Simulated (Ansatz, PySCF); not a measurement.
Sites of deprotonation of O[SiH3]:

A. O[SiH3] [hydroxysilane] → O[SiH2-] + H+
B. O[SiH3] [hydroxysilane] → [O-][SiH3] + H+

Quantity: gas-phase deprotonation energy (enthalpy at 298 K, with B3LYP-D3(BJ) rigid-rotor harmonic-oscillator terms), kcal/mol. Geometries: B3LYP-D3(BJ)/def2-TZVP minima from Ansatz (a program for electronic structure), one conformer each, not searched for the lowest. Frequencies are from Ansatz or PySCF. Valence correlation only, unless marked. No spin-orbit coupling. Non-relativistic. CBS marks a two-point X^-3 extrapolation of the correlation energy; Hartree-Fock from the larger set. Anions need diffuse functions, which plain sets lack and def2-D sets hold few of.

### Question
Rank them by gas-phase deprotonation energy at CCSD(T)/CBS(aug-cc-pV(T+d)Z,aug-cc-pV(Q+d)Z) (Ansatz), lowest first.

### Answer
B (356.8 kcal/mol), A (379.7 kcal/mol)
